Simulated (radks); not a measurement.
Q: All-electron calculation, non-relativistic Kohn-Sham, LB94 model potential, spin-polarised, spherical densities, point nucleus; open shells are filled with parallel spins first. Program: a radial shooting solver on a logarithmic mesh with Libxc functionals. Response by self-consistent Sternheimer equations with the Hartree and adiabatic LDA kernel. For heavy and open-shell atoms this level of theory can miss by tens of per cent. Estimate the static dipole polarisabilities of Mn ([Ar] 3d5 4s2) and Mn+ ([Ar] 3d5 4s1) and the C6 coefficients of the three pairs.

A: alpha = 56.77 and 23.27 bohr^3; C6 = 481.4 (Mn-Mn), 227.5 (Mn-Mn+), 110.4 (Mn+-Mn+) hartree bohr^6.
